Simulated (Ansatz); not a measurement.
Total energies of the cluster Pb2O (the lowest singlet isomer of a short search) from Ansatz at PBE-D4/def2-TZVP, gas phase (1 Eh = 27.2114 eV = 2625.5 kJ/mol). The reference geometry is relaxed at PBE0-D4/def2-TZVP.

```xyz
3

Pb    0.4299    1.5078    0.0270
Pb    0.2401   -1.3516   -0.7579
O    -0.6699   -0.1562    0.7309
```

```json
{"state": "charge 0 singlet", "geometry": "reference", "energy (Eh)": "-461.03162"}
{"state": "charge 1 doublet", "geometry": "reference", "energy (Eh)": "-460.79938"}
{"state": "charge 0 triplet", "geometry": "relaxed at PBE0-D4/def2-TZVP", "energy (Eh)": "-461.02121"}
{"state": "charge 0 quintet", "geometry": "relaxed at PBE0-D4/def2-TZVP", "energy (Eh)": "-460.91365"}
{"state": "free Pb atom (triplet)", "geometry": "–", "energy (Eh)": "-192.86486"}
{"state": "free O atom (triplet)", "geometry": "–", "energy (Eh)": "-75.00967"}
```

In the def2 sets Pb takes a core potential; there is no spin–orbit coupling.

(1) Work out the vertical ionisation energy to the doublet.

(2) Which of the charge 0 states is lowest, and how far above it are the others?

(3) What is the binding energy per atom against free atoms?

(1) E(charge 1 doublet) − E(charge 0 singlet) = -460.79938 − (-461.03162) = 0.23224 Eh = 6.32 eV. For comparison, −ε of the highest occupied level is 3.78 eV at this level, 2.54 eV less.

(2) The singlet. triplet: -461.02121 − (-461.03162) = 0.01041 Eh = 27.3 kJ/mol; quintet: -460.91365 − (-461.03162) = 0.11797 Eh = 309.7 kJ/mol.

(3) Atoms: 2 × (-192.86486) + 1 × (-75.00967) = -460.73939 Eh. Binding: -460.73939 − (-461.03162) = 0.29223 Eh = 7.95 eV, or 2.65 eV for each of 3 atoms (no zero-point energy, no counterpoise term).

The structure comes from a short search, and lower isomers may exist.
